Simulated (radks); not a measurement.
The phosphorus ion P12+ is in [He] 2s1. Method: scalar-relativistic Kohn-Sham, LDA (Slater exchange, Perdew-Wang correlation), spin-polarised, spherical densities, finite nucleus; Fermi nuclear charge, rms radius of each element as measured or else 0.836 A^(1/3) + 0.57 fm; computed with a radial shooting solver on a logarithmic mesh with Libxc functionals. Open shells are filled with parallel spins first. One electron is removed from 1s, 2s in turn, with full relaxation. Which removal costs least, and what does each cost?

Answer. 2s 610.74 eV; 1s 2724.4 eV. The 2s electron leaves first.
